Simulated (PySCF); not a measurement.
# `InChI=1S/C5H6OP2/c1-6-5-4-7-2-3-8-5/h2-4H,1H3`

Molfile (atoms numbered from 1):
```
C5H6OP2
     RDKit          3D

 14 14  0  0  0  0  0  0  0  0999 V2000
   -2.6399   -0.3211   -0.3661 C   0  0  0  0  0  0  0  0  0  0  0  0
   -1.7809    0.4387    0.4449 O   0  0  0  0  0  0  0  0  0  0  0  0
   -0.4495    0.3110    0.2961 C   0  0  0  0  0  0  0  0  0  0  0  0
    0.2934    1.1093    1.1701 C   0  0  0  0  0  0  0  0  0  0  0  0
    2.0002    1.2847    1.3527 P   0  0  0  0  0  0  0  0  0  0  0  0
    2.6303    0.1946    0.1516 C   0  0  0  0  0  0  0  0  0  0  0  0
    1.9133   -0.6029   -0.7208 C   0  0  0  0  0  0  0  0  0  0  0  0
    0.1961   -0.7983   -0.9267 P   0  0  0  0  0  0  0  0  0  0  0  0
   -3.6625   -0.0678   -0.0606 H   0  0  0  0  0  0  0  0  0  0  0  0
   -2.5035   -0.0805   -1.4351 H   0  0  0  0  0  0  0  0  0  0  0  0
   -2.4710   -1.4037   -0.2287 H   0  0  0  0  0  0  0  0  0  0  0  0
   -0.3197    1.7196    1.8456 H   0  0  0  0  0  0  0  0  0  0  0  0
    3.7245    0.1472    0.0950 H   0  0  0  0  0  0  0  0  0  0  0  0
    2.4912   -1.2306   -1.4120 H   0  0  0  0  0  0  0  0  0  0  0  0
  1  2  1  0
  2  3  1  0
  3  4  2  0
  4  5  1  0
  5  6  2  0
  6  7  1  0
  7  8  2  0
  8  3  1  0
  1  9  1  0
  1 10  1  0
  1 11  1  0
  4 12  1  0
  6 13  1  0
  7 14  1  0
M  END
```

The calculation used PySCF 2.14.0, quadratic response PBE0/def2-SVPD first hyperpolarisability, Taylor convention, gas phase. Geometry: PBE0-D3(BJ)/def2-SVP.

Give the tensor of the static β(0;0,0) in the axes of these coordinates.

In au, Taylor convention; rows are the first index (the induced dipole):
```
       xx     yy     zz     xy     xz     yz
x  -263.4  -11.6  -12.5   +3.4   +5.2   -7.1
y    +3.4  +17.3  -24.8  -11.6   -7.1  -19.6
z    +5.2  -19.6  +11.6   -7.1  -12.5  -24.8
```
Norm of βᵢ = ⅓ Σⱼ (βᵢⱼⱼ + βⱼᵢⱼ + βⱼⱼᵢ): 287.5 au, hyper-Rayleigh value 115.6 au.
